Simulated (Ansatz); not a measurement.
Ga₆. The state is a singlet with charge 0. Geometry relaxed at r2SCAN-D4/def2-SVP.

```tsv
atom	x (Å)	y (Å)	z (Å)
Ga1	-1.405	0.867	-1.296
Ga2	1.834	0.202	0.075
Ga3	0.556	-0.588	-1.936
Ga4	-1.386	-0.358	1.535
Ga5	0.575	-1.811	0.890
Ga6	-0.174	1.688	0.732
```

The restricted singlet is unstable towards broken spin symmetry in Hartree–Fock (as tested in another run); at r2SCAN-D4/def2-SVP this wasn't settled. The structure comes from a short search, and lower isomers may exist.

(1) Estimate the harmonic wavenumbers at RKS r2SCAN-D4/def2-SVP (Ansatz, unscaled). Is this a minimum?

Answers

(1) 37, 41, 72, 85, 93, 145, 165, 170, 195, 195, 201, 210 cm⁻¹. Yes, no mode is imaginary beyond noise. Zero-point energy 9.6 kJ/mol. Hardware: 4 threads of Arm Neoverse V2 on a shared host. Wall time 3.4 min.
